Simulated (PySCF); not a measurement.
SMILES C(CC(=O)OC)C#C (C6H8O2) (GFN2-xTB optimised geometry):

```
16

C     -1.094    -3.459    -0.009
C     -0.402    -2.490    -0.124
C      0.418    -1.304    -0.254
C     -0.396    -0.035     0.007
C      0.485     1.193     0.000
O      1.687     1.193     0.000
O     -0.258     2.309     0.000
C      0.452     3.540     0.019
H     -1.687    -4.319     0.087
H      0.846    -1.268    -1.259
H      1.246    -1.355     0.459
H     -0.881    -0.091     0.986
H     -1.183     0.092    -0.738
H     -0.281     4.319    -0.173
H      1.229     3.541    -0.749
H      0.921     3.690     0.994
```

Method: PBE0/def2-TZVP run with PySCF.

### Question
What are the frontier orbital energies and the dipole moment?

### Answer
HOMO-2 -8.28 eV, HOMO-1 -7.83 eV, HOMO -7.77 eV, LUMO 0.18 eV, LUMO+1 0.96 eV; dipole moment 1.87 D.

Meta-Löwdin charges at PBE0/def2-TZVP: C1 -0.24, C2 -0.03, C3 -0.21, C4 -0.24, C5 0.52, O6 -0.47, O7 -0.34, C8 -0.14, H9 0.17, H10 0.14, H11 0.15, H12 0.14, H13 0.14, H14 0.13, H15 0.13, H16 0.12.
